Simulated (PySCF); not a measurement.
C2H2F3O, SMILES O[CH]C(F)(F)F, multiplicity 2. The structure is a stationary point at B3LYP-D3(BJ)/def2-SVP. The isomer is the one that the SMILES or the coordinates give; other isomers of the formula were not compared. Other conformers were not sampled.

All values below come from B3LYP-D3(BJ)/def2-SVP (PySCF 2.14.0).

Harmonic wavenumbers (cm⁻¹): 91, 241, 316, 431, 470, 546, 557, 621, 680, 850, 1125, 1166, 1232, 1258, 1351, 1503, 3237, 3762. Rotational constants (GHz): 5.483, 2.858, 2.801; symmetry number 1.

### Question
Work out the zero-point energy and the ideal-gas rigid-rotor harmonic-oscillator thermochemistry at 298.15 K and 1 atm.

### Answer
ZPE = ½ Σ hcν = ½ × 19437 cm⁻¹ = 116.26 kJ/mol. H − E(el) = 133.99 kJ/mol. Entropy in J/(mol K): translation 166.06, rotation 110.44, vibration 44.21, spin 5.76, total 326.48. G − E(el) = 36.65 kJ/mol. Cp = 91.14 J/(mol K). Modes under 150 cm⁻¹ make the vibrational entropy uncertain.
